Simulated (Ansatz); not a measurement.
The cluster HfB₁₂⁺. The state is a doublet with charge 1. Geometry PBE-D4/def2-SVP, that of the neutral singlet; atoms count from 1.

```xyz
13

Hf    0.269    0.764    1.080
B    -1.659    0.970   -0.211
B    -0.613    1.812   -1.018
B    -0.008   -1.695    1.741
B     0.957   -1.435    0.480
B    -0.829   -1.490    0.221
B     2.052    1.138   -0.770
B     0.594    0.534   -1.531
B     0.105   -0.951   -1.020
B    -2.066   -0.211    0.737
B     0.934    2.160   -1.085
B    -1.471   -1.202    1.812
B     1.734   -0.393   -0.437
```

In the def2 sets Hf takes a core potential; there is no spin–orbit coupling. The structure comes from a short search, and lower isomers may exist.

(1) Estimate the Mulliken populations from the PBE0/def2-TZVP orbitals of Ansatz.

(2) Where does the spin sit?

(3) And the Mayer bond orders between bonded heavy atoms (over 0.3)?

Results:

(1) 
```csv
atom,charge (e),spin (α − β),d electrons
Hf1,0.36,0.23,2.30
B2,-0.16,0.10,–
B3,0.20,-0.05,–
B4,-0.06,0.10,–
B5,0.12,0.03,–
B6,-0.05,0.05,–
B7,-0.03,0.16,–
B8,-0.04,0.05,–
B9,0.35,0.20,–
B10,0.20,-0.05,–
B11,-0.02,0.06,–
B12,0.02,0.09,–
B13,0.12,0.04,–
```
Mulliken values and Mayer orders depend strongly on the basis.

(2) Summed by element: Hf 0.23, B 0.77, of 1 unpaired in all. Largest on single atoms: Hf1 0.23, B9 0.20, B7 0.16.

(3) Hf1–B2 0.71 (2.33 Å); Hf1–B3 0.47 (2.50 Å); Hf1–B4 0.54 (2.56 Å); Hf1–B5 0.52 (2.38 Å); Hf1–B7 0.50 (2.60 Å); Hf1–B10 0.44 (2.55 Å); Hf1–B11 0.48 (2.66 Å); Hf1–B12 0.43 (2.73 Å); Hf1–B13 0.52 (2.40 Å); B2–B3 1.03 (1.57 Å); B2–B10 1.03 (1.57 Å); B3–B8 0.58 (1.83 Å); B3–B11 0.92 (1.59 Å); B4–B5 0.82 (1.61 Å); B4–B6 0.69 (1.74 Å); B4–B12 1.16 (1.55 Å); B5–B6 0.49 (1.80 Å); B5–B9 0.54 (1.79 Å); B5–B13 0.82 (1.59 Å); B6–B9 0.80 (1.64 Å); B6–B10 0.56 (1.85 Å); B6–B12 0.68 (1.74 Å); B7–B8 0.66 (1.75 Å); B7–B11 1.15 (1.55 Å); B7–B13 0.87 (1.60 Å); B8–B9 0.79 (1.64 Å); B8–B11 0.71 (1.72 Å); B8–B13 0.47 (1.83 Å); B9–B13 0.52 (1.82 Å); B10–B12 0.95 (1.58 Å).
